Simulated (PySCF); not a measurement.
Bi(H)2(OH) (BiH3O), SMILES [OH][BiH2].

Coordinates come from a PBE0-D3(BJ)/def2-TZVP optimisation. The def2 effective core potentials stand for the cores of Bi; spin–orbit coupling is left out.

Computed with PBE0-D3(BJ)/def2-TZVP (PySCF).

Frequencies are harmonic and unscaled.

Computed harmonic wavenumbers and intensities:
```json
[
 {"mode": "1", "ν (cm⁻¹)": "248", "IR (km/mol)": "114.0", "Raman (Å⁴/amu)": "2.0", "depolarisation": "0.75", "moving atoms (share of kinetic energy)": "H 94 %"},
 {"mode": "2", "ν (cm⁻¹)": "552", "IR (km/mol)": "106.9", "Raman (Å⁴/amu)": "18.3", "depolarisation": "0.38", "moving atoms (share of kinetic energy)": "O 86 %, Bi 8 %"},
 {"mode": "3", "ν (cm⁻¹)": "584", "IR (km/mol)": "5.0", "Raman (Å⁴/amu)": "35.3", "depolarisation": "0.75", "moving atoms (share of kinetic energy)": "H 95 %"},
 {"mode": "4", "ν (cm⁻¹)": "594", "IR (km/mol)": "41.0", "Raman (Å⁴/amu)": "32.1", "depolarisation": "0.69", "moving atoms (share of kinetic energy)": "H 94 %"},
 {"mode": "5", "ν (cm⁻¹)": "781", "IR (km/mol)": "30.8", "Raman (Å⁴/amu)": "43.9", "depolarisation": "0.75", "moving atoms (share of kinetic energy)": "H 99 %"},
 {"mode": "6", "ν (cm⁻¹)": "902", "IR (km/mol)": "17.7", "Raman (Å⁴/amu)": "3.0", "depolarisation": "0.34", "moving atoms (share of kinetic energy)": "H 92 %"},
 {"mode": "7", "ν (cm⁻¹)": "1787", "IR (km/mol)": "276.9", "Raman (Å⁴/amu)": "283.9", "depolarisation": "0.10", "moving atoms (share of kinetic energy)": "H 99 %"},
 {"mode": "8", "ν (cm⁻¹)": "1790", "IR (km/mol)": "302.3", "Raman (Å⁴/amu)": "197.7", "depolarisation": "0.75", "moving atoms (share of kinetic energy)": "H 100 %"},
 {"mode": "9", "ν (cm⁻¹)": "3883", "IR (km/mol)": "61.5", "Raman (Å⁴/amu)": "89.8", "depolarisation": "0.21", "moving atoms (share of kinetic energy)": "H 94 %"}
]
```
